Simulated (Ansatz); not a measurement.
One change: `[CH3][Sn][SH]` becomes `[NH2][Sn][SH]`.

Ansatz, PBE0-D4/def2-TZVP geometries, multiplicity 1. Each molecule was computed in one conformer, which needn't be the lowest.

Elements past krypton have def2 core potentials.

| property | `[CH3][Sn][SH]` |
| --- | --- |
| size of the dipole moment (B3LYP/def2-TZVPP) / D | 1.87 |
| HOMO energy (PBE0/def2-TZVPP) / eV | -6.58 |
| size of the dipole moment (ωB97M-V/def2-TZVPP) / D | 1.98 |
| LUMO energy (PBE0/def2-TZVPP) / eV | -2.40 |
| HOMO energy (PBE/def2-TZVPP) / eV | -5.60 |
| HOMO–LUMO gap (ωB97M-V/def2-TZVPP) / eV | 7.95 |

Task: Give the same properties after the change, and the shifts. (Best estimate.)

Result: Ansatz gave: 
| property | `[NH2][Sn][SH]` | shift |
| --- | --- | --- |
| size of the dipole moment (B3LYP/def2-TZVPP) / D | 1.96 | 0.09 |
| HOMO energy (PBE0/def2-TZVPP) / eV | -6.92 | -0.34 |
| size of the dipole moment (ωB97M-V/def2-TZVPP) / D | 2.01 | 0.03 |
| LUMO energy (PBE0/def2-TZVPP) / eV | -1.81 | 0.59 |
| HOMO energy (PBE/def2-TZVPP) / eV | -5.77 | -0.17 |
| HOMO–LUMO gap (ωB97M-V/def2-TZVPP) / eV | 8.82 | 0.87 |

With PBE0 the HOMO falls by 0.34 eV and the LUMO rises by 0.59 eV, so the gap widens by about 0.93 eV. PBE moves the HOMO by -0.17 eV and ωB97M-V by -0.31 eV. The zero-point energy changes by -26.7 kJ/mol with -3 modes. Dipoles are sizes alone; their direction can turn.

B3LYP here is the variant with VWN-RPA as its local correlation; programs differ in this.
